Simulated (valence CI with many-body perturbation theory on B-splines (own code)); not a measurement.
The numbers below are computed, except where a source is named.
## Nb²⁰⁺: what each term of the Hamiltonian does

Method: valence CI with perturbative core correlation (CI+MBPT): three valence electrons over a frozen Dirac-Fock core [Ar], a basis of 9 s, 9 p, 10 d, 8 f, 5 g, 3 h, 1 i functions for each j, with the one-electron correlation potential Σ1, the two-electron term Σ2, the three-electron term Σ3, Breit, model QED; selected CI, second order for the rest (own B-spline code, finite nucleus).

No measured spectrum was set against this ion. As an estimate, terms of the open shell hold to 2 to 4 % of their energy, and close levels can change places. Core correlation moves these levels by up to 6100 cm⁻¹, and in measured spectra 5 to 20 % of such shifts remained as error; rates that hang on mixing are uncertain with them. Only levels of the ground parity were solved; by the run's estimate the other parity begins above the list, which can be wrong where configurations are misplaced.

Each rung adds one term. CI alone is the Dirac-Coulomb CI over the frozen core; QED comes last and gives the full result, which names the levels. Energies are above 3d3 4F_3/2 on the same rung, in cm⁻¹.

Names give the largest LS component (configuration and term), which can be under half, so a name can repeat, a term be missing and a line seem to break the LS rules; names also repeat where a configuration has a term twice. Letters in brackets count levels of one name in rising energy.

```tsv
Level	CI alone	+ Σ1	+ Σ2	+ Σ3	+ Breit	Full
3d3 4F_5/2	14692	14929	15352	15430	14384	14445
3d3 4F_7/2	29302	29716	30297	30375	28190	28293
3d3 4F_9/2	42060	42567	43088	43043	39935	40057
3d3 4P_3/2	59265	59463	55769	56262	55902	55929
3d3 4P_1/2	65346	65659	61789	62284	61383	61438
3d3 2G_7/2	77880	78391	77697	76945	74819	74923
3d3 2H_9/2	81180	81693	81259	81024	78378	78482
3d3 4P_5/2	86134	86726	83379	83396	81492	81616
3d3 2D_3/2 [a]	96494	97124	94310	93818	92208	92335
3d3 2P_1/2	102042	102719	99064	100558	98595	98732
3d3 2H_11/2	110769	111493	111111	111151	107293	107438
3d3 2D_5/2 [a]	119704	120506	117610	116274	113650	113811
3d3 2G_9/2	118094	119044	118937	118535	114762	114967
3d3 2P_3/2	133642	134678	131951	132609	129498	129723
3d3 2F_7/2	154702	155458	149894	150373	147704	147833
3d3 2F_5/2	155556	156259	150428	150873	149336	149450
3d3 2D_5/2 [b]	229926	230971	225009	224942	222669	222840
3d3 2D_3/2 [b]	232000	233003	225989	225876	224060	224214
```

**Question.** How does the ionisation energy move along the ladder, and which term matters most?

**Answer.** CI alone 870.03, + Σ1 872.59, + Σ2 877.33, + Σ3 877.35, + Breit 877.07, + QED 877.10 eV. The largest step is Σ2, 4.75 eV. NIST lists 877 ± 4 eV (theoretical).
